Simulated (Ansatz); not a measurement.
Harmonic vibrations of Nb₄N₄ by finite differences.

```yaml
crystal:
  periodic: [false, false, false]
  atoms:
    - {symbol: Nb, position_ang: [-2.084186, 0.319397, 0.136942]}
    - {symbol: Nb, position_ang: [0.205833, 1.241161, 1.022029]}
    - {symbol: Nb, position_ang: [0.273354, 0.869103, -1.461183]}
    - {symbol: Nb, position_ang: [1.943104, -0.516710, 0.417733]}
    - {symbol: N, position_ang: [-0.920818, -0.596804, 1.371459]}
    - {symbol: N, position_ang: [1.696163, -0.378112, -1.423327]}
    - {symbol: N, position_ang: [0.337837, -0.907982, 1.470579]}
    - {symbol: N, position_ang: [-1.451277, -0.030064, -1.534233]}
basis:
  gaussian: {orbitals: def2-SVP}
hamiltonian: {xc: r2scan, dispersion: d4}
scf: {omitted_lower_state_checks: [starts]}
phonons: {temperatures: {t_min: 298.15, t_max: 900, t_step: 200}}
```

```sh
$ ansatz run in.yaml --threads 4 --pin off --events-out ev --progress --plain --max-ram 4787MiB
```

It prints (some lines left out):

```
Functional definition: r2SCAN
mean field -12157.60329265 eV, -446.7836802855 hartree, gradient 5.9e-6 eV, S^2 0.000000; 0 other end points of the search recorded, 0 dependent functions left out
mean field -12157.60319108 eV, -446.7836765529 hartree, gradient 2.8e-6 eV, S^2 0.000000; 0 other end points of the search recorded, 0 dependent functions left out
mean field -12157.60322232 eV, -446.7836777007 hartree, gradient 2.6e-6 eV, S^2 0.000000; 0 other end points of the search recorded, 0 dependent functions left out
mean field -12157.60328296 eV, -446.7836799291 hartree, gradient 2.9e-6 eV, S^2 0.000000; 0 other end points of the search recorded, 0 dependent functions left out
mean field -12157.60324366 eV, -446.7836784852 hartree, gradient 2.7e-6 eV, S^2 0.000000; 0 other end points of the search recorded, 0 dependent functions left out
mean field -12157.60320424 eV, -446.7836770363 hartree, gradient 2.3e-6 eV, S^2 0.000000; 0 other end points of the search recorded, 0 dependent functions left out
mean field -12157.60320084 eV, -446.7836769115 hartree, gradient 1.5e-6 eV, S^2 0.000000; 0 other end points of the search recorded, 0 dependent functions left out
mean field -12157.60326360 eV, -446.7836792179 hartree, gradient 2.7e-6 eV, S^2 0.000000; 0 other end points of the search recorded, 0 dependent functions left out
mean field -12157.60325669 eV, -446.7836789639 hartree, gradient 2.8e-6 eV, S^2 0.000000; 0 other end points of the search recorded, 0 dependent functions left out
mean field -12157.60320630 eV, -446.7836771122 hartree, gradient 2.9e-6 eV, S^2 0.000000; 0 other end points of the search recorded, 0 dependent functions left out
mean field -12157.60326717 eV, -446.7836793490 hartree, gradient 2.6e-6 eV, S^2 0.000000; 0 other end points of the search recorded, 0 dependent functions left out
mean field -12157.60325625 eV, -446.7836789477 hartree, gradient 2.7e-6 eV, S^2 0.000000; 0 other end points of the search recorded, 0 dependent functions left out
mean field -12157.60321799 eV, -446.7836775416 hartree, gradient 2.7e-6 eV, S^2 0.000000; 0 other end points of the search recorded, 0 dependent functions left out
mean field -12157.60322106 eV, -446.7836776544 hartree, gradient 2.5e-6 eV, S^2 0.000000; 0 other end points of the search recorded, 0 dependent functions left out
mean field -12157.60318630 eV, -446.7836763771 hartree, gradient 2.9e-6 eV, S^2 0.000000; 0 other end points of the search recorded, 0 dependent functions left out
mean field -12157.60323694 eV, -446.7836782380 hartree, gradient 2.9e-6 eV, S^2 0.000000; 0 other end points of the search recorded, 0 dependent functions left out
mean field -12157.60321170 eV, -446.7836773104 hartree, gradient 2.6e-6 eV, S^2 0.000000; 0 other end points of the search recorded, 0 dependent functions left out
mean field -12157.60321661 eV, -446.7836774910 hartree, gradient 2.7e-6 eV, S^2 0.000000; 0 other end points of the search recorded, 0 dependent functions left out
mean field -12157.60326320 eV, -446.7836792031 hartree, gradient 2.7e-6 eV, S^2 0.000000; 0 other end points of the search recorded, 0 dependent functions left out
mean field -12157.60321543 eV, -446.7836774474 hartree, gradient 2.6e-6 eV, S^2 0.000000; 0 other end points of the search recorded, 0 dependent functions left out
mean field -12157.60320772 eV, -446.7836771641 hartree, gradient 2.8e-6 eV, S^2 0.000000; 0 other end points of the search recorded, 0 dependent functions left out
mean field -12157.60328906 eV, -446.7836801533 hartree, gradient 2.8e-6 eV, S^2 0.000000; 0 other end points of the search recorded, 0 dependent functions left out
mean field -12157.60323770 eV, -446.7836782660 hartree, gradient 2.7e-6 eV, S^2 0.000000; 0 other end points of the search recorded, 0 dependent functions left out
mean field -12157.60319993 eV, -446.7836768781 hartree, gradient 2.8e-6 eV, S^2 0.000000; 0 other end points of the search recorded, 0 dependent functions left out
mean field -12157.60321652 eV, -446.7836774877 hartree, gradient 2.8e-6 eV, S^2 0.000000; 0 other end points of the search recorded, 0 dependent functions left out
mean field -12157.60317864 eV, -446.7836760954 hartree, gradient 3.0e-6 eV, S^2 0.000000; 0 other end points of the search recorded, 0 dependent functions left out
mean field -12157.60312071 eV, -446.7836739669 hartree, gradient 2.7e-6 eV, S^2 0.000000; 0 other end points of the search recorded, 0 dependent functions left out
mean field -12157.60323554 eV, -446.7836781865 hartree, gradient 2.7e-6 eV, S^2 0.000000; 0 other end points of the search recorded, 0 dependent functions left out
mean field -12157.60326553 eV, -446.7836792887 hartree, gradient 2.8e-6 eV, S^2 0.000000; 0 other end points of the search recorded, 0 dependent functions left out
mean field -12157.60327855 eV, -446.7836797672 hartree, gradient 2.8e-6 eV, S^2 0.000000; 0 other end points of the search recorded, 0 dependent functions left out
mean field -12157.60323870 eV, -446.7836783027 hartree, gradient 2.7e-6 eV, S^2 0.000000; 0 other end points of the search recorded, 0 dependent functions left out
mean field -12157.60327378 eV, -446.7836795919 hartree, gradient 2.8e-6 eV, S^2 0.000000; 0 other end points of the search recorded, 0 dependent functions left out
mean field -12157.60323127 eV, -446.7836780299 hartree, gradient 2.5e-6 eV, S^2 0.000000; 0 other end points of the search recorded, 0 dependent functions left out
mean field -12157.60324842 eV, -446.7836786598 hartree, gradient 2.6e-6 eV, S^2 0.000000; 0 other end points of the search recorded, 0 dependent functions left out
mean field -12157.60326535 eV, -446.7836792821 hartree, gradient 2.9e-6 eV, S^2 0.000000; 0 other end points of the search recorded, 0 dependent functions left out
mean field -12157.60320090 eV, -446.7836769137 hartree, gradient 2.9e-6 eV, S^2 0.000000; 0 other end points of the search recorded, 0 dependent functions left out
mean field -12157.60323599 eV, -446.7836782032 hartree, gradient 2.7e-6 eV, S^2 0.000000; 0 other end points of the search recorded, 0 dependent functions left out
mean field -12157.60311124 eV, -446.7836736188 hartree, gradient 2.8e-6 eV, S^2 0.000000; 0 other end points of the search recorded, 0 dependent functions left out
mean field -12157.60319985 eV, -446.7836768749 hartree, gradient 2.7e-6 eV, S^2 0.000000; 0 other end points of the search recorded, 0 dependent functions left out
mean field -12157.60326188 eV, -446.7836791545 hartree, gradient 2.6e-6 eV, S^2 0.000000; 0 other end points of the search recorded, 0 dependent functions left out
mean field -12157.60324331 eV, -446.7836784721 hartree, gradient 3.0e-6 eV, S^2 0.000000; 0 other end points of the search recorded, 0 dependent functions left out
mean field -12157.60328329 eV, -446.7836799413 hartree, gradient 2.8e-6 eV, S^2 0.000000; 0 other end points of the search recorded, 0 dependent functions left out
mean field -12157.60325273 eV, -446.7836788183 hartree, gradient 2.8e-6 eV, S^2 0.000000; 0 other end points of the search recorded, 0 dependent functions left out
mean field -12157.60323201 eV, -446.7836780571 hartree, gradient 2.6e-6 eV, S^2 0.000000; 0 other end points of the search recorded, 0 dependent functions left out
mean field -12157.60326208 eV, -446.7836791618 hartree, gradient 1.5e-6 eV, S^2 0.000000; 0 other end points of the search recorded, 0 dependent functions left out
mean field -12157.60325541 eV, -446.7836789168 hartree, gradient 2.8e-6 eV, S^2 0.000000; 0 other end points of the search recorded, 0 dependent functions left out
mean field -12157.60328187 eV, -446.7836798893 hartree, gradient 2.8e-6 eV, S^2 0.000000; 0 other end points of the search recorded, 0 dependent functions left out
mean field -12157.60321056 eV, -446.7836772686 hartree, gradient 3.0e-6 eV, S^2 0.000000; 0 other end points of the search recorded, 0 dependent functions left out
mean field -12157.60322428 eV, -446.7836777730 hartree, gradient 2.5e-6 eV, S^2 0.000000; 0 other end points of the search recorded, 0 dependent functions left out
Total energy: -12157.70040827 eV, -446.7872492188 hartree
Atom 0 at    -2.084186     0.319397     0.136942 Å, force    -0.004104     0.004112    -0.002563 eV/Å
Atom 1 at     0.205833     1.241161     1.022029 Å, force     0.001084    -0.013643     0.007525 eV/Å
Atom 2 at     0.273354     0.869103    -1.461183 Å, force     0.006524    -0.000893    -0.011166 eV/Å
Atom 3 at     1.943104    -0.516710     0.417733 Å, force    -0.000601     0.008155    -0.006901 eV/Å
Atom 4 at    -0.920818    -0.596804     1.371459 Å, force     0.009547    -0.002671     0.004534 eV/Å
Atom 5 at     1.696163    -0.378112    -1.423327 Å, force     0.003122     0.000818     0.000733 eV/Å
Atom 6 at     0.337837    -0.907982     1.470579 Å, force    -0.013855     0.005412     0.003101 eV/Å
Atom 7 at    -1.451277    -0.030064    -1.534233 Å, force    -0.001717    -0.001290     0.004737 eV/Å
Dipole moment:     0.055230     0.368814     0.132498 e Å
Vibrations: 107.45 148.62 164.35 194.55 246.25 261.11 280.89 302.56 306.42 415.38 490.51 539.96 576.75 643.07 685.17 747.79 781.13 1254.05 cm⁻¹, zero-point energy 0.504988 eV
Checks for a lower state left out: starts
```

It took 6.5 min on 4 threads of Arm Neoverse V2 on a shared host.

In the def2 sets Nb takes a core potential; there is no spin–orbit coupling. The restricted singlet is unstable towards broken spin symmetry at other levels; at r2SCAN-D4/def2-SVP this wasn't settled. At PBE0-D4/def2-TZVP a triplet of charge 0 lies 0.62 eV below the restricted singlet, each at its own geometry. The structure comes from a short search, and lower isomers may exist.
